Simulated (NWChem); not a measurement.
Excited singlets of H₆Ga₂ by symmetry

```xyz
8

Ga     1.3076     0.0000     0.0000
Ga    -1.3076     0.0000     0.0000
H      0.0000     1.1871     0.0098
H      1.9664     0.0000     1.4190
H      1.9454     0.0000    -1.4287
H      0.0000    -1.1871     0.0098
H     -1.9664     0.0000     1.4190
H     -1.9454     0.0000    -1.4287
```
Charge 0, spin multiplicity 1.

Everything below was run with NWChem. All single points use one geometry, from PBE/def2-SVP, a minimum by its harmonic frequencies.

Basis set: def2-SVP. Symmetry labels belong to the abelian group C2v used in the runs, with the axes of the coordinates shown. Entries are the lowest vertical excitation energy of each symmetry in eV (for CIS and TDDFT among the lowest few roots); a state of one symmetry need not have the same character in every method. Symmetries that some method's roots don't reach, or where a double excitation leads the EOM-CCSD root, are left out.

The Hamiltonian is non-relativistic. The correlated methods keep 18 core orbitals frozen. B3LYP has NWChem's definition, with VWN1-RPA local correlation. The structure started from a generated list of species. No row is a measurement; the coupled-cluster row has its own basis-set and correlation limits.

```json
[
 {"method": "CIS", "b2": "7.84", "a2": "8.01", "b1": "8.93"},
 {"method": "TD-PBE", "b2": "5.56", "a2": "6.01", "b1": "6.72"},
 {"method": "TD-B3LYP", "b2": "6.09", "a2": "6.45", "b1": "7.19"},
 {"method": "TDA-BHandHLYP", "b2": "6.80", "a2": "7.07", "b1": "7.91"},
 {"method": "EOM-CCSD", "b2": "6.87", "a2": "7.14", "b1": "7.85"}
]
```
